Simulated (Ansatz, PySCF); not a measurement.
1-hydroxyboretane (C₃H₇BO), SMILES C1B(CC1)O. Atoms are numbered in the order given.

```xyz
12

O      1.9196     0.1156    -0.2941
B      0.6071     0.0616     0.0061
C     -0.5526     1.1197    -0.1694
C     -1.4883    -0.1238    -0.1664
C     -0.4116    -1.0856     0.4174
H      2.3637    -0.7287    -0.1587
H     -0.6966     1.7315     0.7371
H     -0.5803     1.7893    -1.0418
H     -1.7630    -0.4158    -1.1918
H     -2.4194    -0.0322     0.4153
H     -0.5105    -1.1731     1.5130
H     -0.3462    -2.1027     0.0000
```
Charge 0, spin multiplicity 1.

Geometry optimised at PBE0-D3(BJ)/def2-SVP. One conformer was computed; it need not be the lowest.

Two levels are set side by side: PBE-D3(BJ)/def2-SVP (Ansatz, a first-principles code) and PBE0-D3(BJ)/def2-SVP (Ansatz). Each level has its own optimised geometry; the coordinates shown are those of the second. Frequencies come from the Hessian of PySCF at each geometry. Differences are taken from unrounded values.

| quantity | PBE0-D3(BJ) | PBE-D3(BJ) | PBE-D3(BJ) minus PBE0-D3(BJ) |
|---|---|---|---|
| mean bond length (Å) | 1.267 | 1.276 | 0.009 |
| bond O1–B2 (Å) | 1.347 | 1.359 | 0.011 |
| bond B2–C3 (Å) | 1.580 | 1.586 | 0.007 |
| bond B2–C5 (Å) | 1.588 | 1.595 | 0.007 |
| bond C3–C4 (Å) | 1.556 | 1.567 | 0.011 |
| bond C4–C5 (Å) | 1.557 | 1.568 | 0.011 |
| bond O1–H6 (Å) | 0.964 | 0.976 | 0.012 |
| bond C3–H7 (Å) | 1.103 | 1.111 | 0.008 |
| bond C3–H8 (Å) | 1.100 | 1.108 | 0.008 |
| bond C4–H9 (Å) | 1.101 | 1.109 | 0.008 |
| bond C4–H10 (Å) | 1.102 | 1.110 | 0.008 |
| bond C5–H11 (Å) | 1.104 | 1.111 | 0.008 |
| bond C5–H12 (Å) | 1.101 | 1.110 | 0.008 |
| highest harmonic wavenumber (cm⁻¹) | 3891 | 3711 | -180 |
| mean harmonic wavenumber (cm⁻¹) | 1473 | 1424 | -49 |
| zero-point energy (kcal/mol) | 63.19 | 61.07 | -2.12 |

Exact exchange shortens and stiffens bonds; PBE has none. Differences between two approximate levels are no errors against the true value.
